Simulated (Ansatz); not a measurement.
The same path of Cl3In + H (5 atoms, charge 0, multiplicity 2) was run twice with different band settings. Lost on the way: In1–Cl2. Made: Cl2–H5.

Method: Ansatz 0.2.0, UKS B3LYP/def2-SVP.

Relaxed end points:

```xyz
5
Properties=species:S:1:pos:R:3
In 0.000 0.000 -0.160
Cl 0.000 0.000 2.181
Cl 2.027 0.000 -1.329
Cl -2.027 0.000 -1.329
H 0.000 0.000 5.247
```

```xyz
5
Properties=species:S:1:pos:R:3
In 0.000 0.000 -0.322
Cl 0.000 0.000 3.359
Cl 2.083 0.000 -1.539
Cl -2.083 0.000 -1.539
H 0.000 0.000 4.651
```

Common settings: movable images 7; climbing image yes; spring 5.0 eV/Å²; optimiser quadratic models (default); start path through a guess of the saddle point; end points relaxed.

| run | force threshold | iteration limit |
| --- | --- | --- |
| 1 | 0.03 eV/Å | 25 |
| 2 | 0.5 eV/Å | 41 |

Problem. What does each run give, and how far can it be trusted?

Solution. Run 1: converged after 6 iterations, highest image 0.092 eV above the first end. A vibrational analysis at the climbing image gives one clearly imaginary mode, 632i cm⁻¹: a first-order saddle point.
Run 2: converged after 4 iterations, highest image 0.083 eV above the first end. The threshold of 0.5 eV/Å is loose, so the images may lie well off the minimum-energy path. The order of the point at the top wasn't checked.
